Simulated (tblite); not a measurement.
Species: CH9BrGeSi3.
SMILES with atom numbers: `[SiH3:1][Si@@:2]1([Br:3])[SiH2:4][CH2:5][GeH2:6]1` (hydrogens: H7, H8, H9 on Si1; H10, H11 on Si4; H12, H13 on C5; H14, H15 on Ge6)

Computed with GFN2-xTB (tblite), gas phase: L-BFGS steps from a force-field or distance-geometry start until the largest atomic force falls under 0.01 eV/Å.

Step 33: E = -487.6262 eV
```
atom  x, y, z in Å  |  force x, y, z in eV/Å
Si1     2.7443   -0.4420   -0.0812    0.029  -0.006   0.024
Si2     0.5398   -0.3804   -0.8413   -0.003   0.012   0.036
Br3     0.5177   -0.8020   -3.0920   -0.020  -0.006  -0.007
Si4    -1.2721   -1.3083    0.3793    0.017  -0.039  -0.015
C5     -1.9314    0.4517    0.7242   -0.027   0.020   0.022
Ge6    -0.7028    1.6218   -0.3553    0.027   0.072  -0.009
H7      2.6668   -0.0972    1.3388    0.011   0.017   0.026
H8      3.6637    0.4827   -0.7412   -0.019   0.009  -0.027
H9      3.2865   -1.7941   -0.1978    0.001  -0.021  -0.027
H10    -0.7810   -1.9671    1.5954   -0.038  -0.044   0.006
H11    -2.2725   -2.1493   -0.2792    0.015  -0.045  -0.006
H12    -1.8932    0.6897    1.7847    0.040   0.012   0.055
H13    -2.9758    0.5618    0.4435   -0.041   0.000  -0.057
H14    -1.5250    2.5007   -1.2829    0.016   0.000  -0.009
H15    -0.0694    2.6399    0.5831   -0.008   0.019  -0.012
```

Step 34: E = -487.6270 eV
```
atom  x, y, z in Å  |  force x, y, z in eV/Å
Si1     2.7444   -0.4417   -0.0823    0.055  -0.009   0.048
Si2     0.5406   -0.3813   -0.8363   -0.026   0.021   0.005
Br3     0.5230   -0.8037   -3.0897   -0.023  -0.003   0.014
Si4    -1.2731   -1.3100    0.3799   -0.004   0.004  -0.005
C5     -1.9340    0.4522    0.7260   -0.010  -0.009   0.010
Ge6    -0.7038    1.6222   -0.3538    0.028   0.074  -0.006
H7      2.6757   -0.0973    1.3390    0.006   0.014   0.014
H8      3.6613    0.4833   -0.7449   -0.016   0.010  -0.031
H9      3.2858   -1.7942   -0.2010    0.001  -0.019  -0.028
H10    -0.7843   -1.9687    1.5973   -0.042  -0.045   0.001
H11    -2.2733   -2.1476   -0.2837    0.020  -0.045   0.001
H12    -1.8936    0.6906    1.7870    0.021   0.005   0.026
H13    -2.9783    0.5620    0.4418   -0.018   0.000  -0.030
H14    -1.5245    2.4998   -1.2859    0.024  -0.008   0.003
H15    -0.0704    2.6425    0.5847   -0.017   0.008  -0.024
```

Step 35: E = -487.6277 eV
```
atom  x, y, z in Å  |  force x, y, z in eV/Å
Si1     2.7461   -0.4417   -0.0823    0.057  -0.010   0.054
Si2     0.5412   -0.3819   -0.8319   -0.033   0.027  -0.017
Br3     0.5271   -0.8053   -3.0879   -0.024   0.001   0.036
Si4    -1.2744   -1.3117    0.3803   -0.023   0.042   0.007
C5     -1.9365    0.4528    0.7276    0.009  -0.025  -0.005
Ge6    -0.7040    1.6238   -0.3529    0.015   0.045   0.004
H7      2.6835   -0.0971    1.3396    0.006   0.011   0.008
H8      3.6596    0.4840   -0.7486   -0.014   0.009  -0.030
H9      3.2859   -1.7948   -0.2042    0.003  -0.015  -0.026
H10    -0.7885   -1.9714    1.5989   -0.045  -0.042  -0.007
H11    -2.2741   -2.1477   -0.2872    0.027  -0.040   0.007
H12    -1.8937    0.6915    1.7895    0.000  -0.003  -0.011
H13    -2.9808    0.5624    0.4399    0.013   0.000  -0.001
H14    -1.5239    2.4996   -1.2880    0.027  -0.010   0.007
H15    -0.0720    2.6454    0.5854   -0.018   0.008  -0.024
```

Step 36: E = -487.6284 eV
```
atom  x, y, z in Å  |  force x, y, z in eV/Å
Si1     2.7497   -0.4419   -0.0817    0.036  -0.008   0.041
Si2     0.5415   -0.3821   -0.8274   -0.023   0.031  -0.023
Br3     0.5316   -0.8070   -3.0856   -0.026   0.005   0.052
Si4    -1.2766   -1.3129    0.3811   -0.033   0.061   0.015
C5     -1.9391    0.4531    0.7291    0.026  -0.023  -0.020
Ge6    -0.7040    1.6262   -0.3521   -0.003  -0.001   0.014
H7      2.6926   -0.0967    1.3402    0.007   0.009   0.008
H8      3.6583    0.4848   -0.7533   -0.012   0.006  -0.027
H9      3.2867   -1.7957   -0.2081    0.006  -0.011  -0.022
H10    -0.7944   -1.9753    1.6006   -0.049  -0.035  -0.019
H11    -2.2750   -2.1487   -0.2905    0.036  -0.030   0.014
H12    -1.8942    0.6925    1.7917   -0.018  -0.012  -0.044
H13    -2.9835    0.5628    0.4383    0.041   0.001   0.024
H14    -1.5231    2.4998   -1.2895    0.024  -0.008   0.005
H15    -0.0749    2.6490    0.5853   -0.013   0.015  -0.016
```

Problem. Estimate the geometry and energy of step 37. (The exact step hangs on the optimiser's Hessian estimate; all steps are aligned on step 36, rigid shifts and turns removed.)

Solution. E = -487.6293 eV, largest force 0.073 eV/Å
```
atom  x, y, z in Å  |  force x, y, z in eV/Å
Si1     2.7547   -0.4423   -0.0805    0.001  -0.004   0.014
Si2     0.5417   -0.3818   -0.8224   -0.001   0.029  -0.014
Br3     0.5374   -0.8092   -3.0815   -0.028   0.008   0.061
Si4    -1.2803   -1.3133    0.3824   -0.027   0.056   0.013
C5     -1.9418    0.4532    0.7305    0.038  -0.005  -0.032
Ge6    -0.7042    1.6289   -0.3510   -0.019  -0.049   0.021
H7      2.7045   -0.0963    1.3410    0.008   0.007   0.013
H8      3.6567    0.4859   -0.7596   -0.011   0.000  -0.021
H9      3.2880   -1.7970   -0.2135    0.010  -0.007  -0.017
H10    -0.8027   -1.9804    1.6023   -0.052  -0.024  -0.032
H11    -2.2759   -2.1499   -0.2943    0.044  -0.017   0.021
H12    -1.8957    0.6934    1.7934   -0.030  -0.017  -0.064
H13    -2.9860    0.5635    0.4373    0.056   0.003   0.040
H14    -1.5218    2.4999   -1.2910    0.017  -0.005   0.000
H15    -0.0791    2.6535    0.5850   -0.007   0.024  -0.004
```

The energy changes by -0.0008 eV. The first-order estimate −F·Δx gives -0.0011 eV and the mean of the old and new forces, exact on a quadratic surface, -0.0008 eV. The step makes an angle of 74° with the force vector and moves no atom by more than 0.012 Å.

The cost below is that of the whole relaxation. Hardware: one thread of an Arm Neoverse V2, on a shared host. Cost: 0.62 s of wall time.
